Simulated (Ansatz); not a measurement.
Program: Ansatz. Geometries: PBE0-D4/def2-TZVP. ΔE: electronic, gas phase. CCSD(T)/CBS adds triple-zeta CCSD(T) − MP2 to the extrapolated MP2 energy (def2 sets, frozen cores). DFT in def2-TZVPP. B3LYP here is the variant with VWN-RPA as its local correlation; programs differ in this. For Ge outer-core shells are correlated without core-valence functions, which leaves a few kJ/mol of doubt a bond. Scalar relativity is left out up to krypton. One conformer a species, not always the lowest.

Reaction (cleavage of the Ge–Ge bond): `F[CH2][GeH2][GeH3]` + `OCS` → `OC[S][GeH3]` + `F[CH2][GeH3]`

| level | ΔE (kcal/mol) | difference from CCSD(T)/CBS |
| --- | --- | --- |
| PBE-D4 | -3.8 | 0.1 |
| B3LYP-D4 | -3.9 | 0.0 |
| ωB97M-V | -3.8 | 0.1 |
| B2PLYP | -3.9 | 0.0 |
| PBE0 | -3.5 | 0.4 |
| HF/def2-TZVPP | -4.9 | -1.0 |
| MP2/def2-TZVPP | -4.4 | -0.5 |
| SCS-MP2/def2-TZVPP | -4.4 | -0.5 |
| CCSD(T)/def2-TZVPP | -3.6 | 0.3 |
| MP2/CBS(def2) | -4.7 | -0.8 |
| CCSD(T)/CBS | -3.9 | 0 |

Largest T1 diagnostic among the species: 0.012.
